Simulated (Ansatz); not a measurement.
Consider the formal exchange of groups at a C–O bond: `OC(O)(F)O[SiH3]` + `CC` → `CCC(O)(O)F` + `O[SiH3]`.

Computed with Ansatz on PBE0-D4/def2-TZVP structures; ΔE is electronic, products minus reactants. CBS: MP2 limit from def2 TZ/QZ plus the TZ coupled-cluster correction, frozen cores. This one scheme is used for every species. DFT in def2-TZVPP. B3LYP here is the variant with VWN-RPA as its local correlation; programs differ in this. One conformer a species, not always the lowest.

(1) Is it downhill or uphill in electronic energy at CCSD(T)/CBS, and by how much? (Best estimate.)

(2) What do these levels give: PBE-D4, ωB97X-V, ωB97M-V, B2PLYP, PBE, r2SCAN, B3LYP, HF/def2-TZVPP, MP2/def2-TZVPP, CCSD/def2-TZVPP, HF/CBS(def2), CCSD/CBS(def2)? (Best estimate.)

Largest T1 diagnostic among the species: 0.012.

Results:

(1) The calculation gave: Downhill: ΔE = -8.8 kJ/mol.

(2) The calculation gave: PBE-D4 -2.1, ωB97X-V 0.2, ωB97M-V -1.2, B2PLYP -2.0, PBE -2.0, r2SCAN 1.3, B3LYP 0.9, HF/def2-TZVPP 11.1, MP2/def2-TZVPP -8.1, CCSD/def2-TZVPP -3.4, HF/CBS(def2) 10.7, CCSD/CBS(def2) -7.8 kJ/mol.

In def2-TZVPP, CCSD(T) changes the Hartree–Fock value by −15.4 kJ/mol (the triples alone add −1.0 kJ/mol) and MP2 by −19.2 kJ/mol.
